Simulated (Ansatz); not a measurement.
Conformers of `O[SiH](F)O[SiH2]F`, each relaxed with PBE0-D4/def2-TZVP in Ansatz. CBS adds the triple-zeta coupled-cluster correction to the MP2 limit.

Not all of them had a frequency check.

Conformer A:

Cartesian coordinates in Å:
```
O 1.379 0.579 1.451
Si 1.450 -0.048 -0.041
F 1.869 -1.580 0.015
O 0.012 0.014 -0.798
Si -1.594 0.005 -0.579
F -1.875 -0.018 0.997
H 0.660 0.333 2.036
H 2.462 0.688 -0.802
H -2.182 1.246 -1.122
H -2.181 -1.220 -1.157
```

Conformer B:

Cartesian coordinates in Å:
```
O -0.843 -0.446 2.349
Si -0.002 0.422 1.273
F -0.729 1.808 0.984
O 0.105 -0.356 -0.146
Si 0.360 -0.355 -1.747
F 1.770 0.318 -2.053
H -1.718 -0.769 2.130
H 1.318 0.687 1.852
H -0.675 0.447 -2.432
H 0.415 -1.756 -2.210
```

(1) Which is lowest in electronic energy at CCSD(T)/CBS (frozen core, def2 sets), and by how much? (Estimate.)

(2) Give the energies relative to A (kJ/mol) with r2SCAN-D4/def2-TZVPP, PBE/def2-TZVPP, B3LYP/def2-TZVPP, SCS-MP2/def2-TZVPP, CCSD/def2-TZVPP, CCSD(T)/def2-TZVPP, MP2/def2-QZVPP. (Estimate.)

Answers

(1) Ansatz gave: A; B lies 1.8 kJ/mol higher. Gaps under about 2 kJ/mol don't settle the order.

(2) Ansatz gave: 
```
               level    B
r2SCAN-D4/def2-TZVPP  2.3
      PBE/def2-TZVPP  1.4
    B3LYP/def2-TZVPP  0.6
  SCS-MP2/def2-TZVPP  1.4
     CCSD/def2-TZVPP  1.4
  CCSD(T)/def2-TZVPP  1.7
      MP2/def2-QZVPP  1.6
```

B3LYP here is the variant with VWN-RPA as its local correlation; programs differ in this.
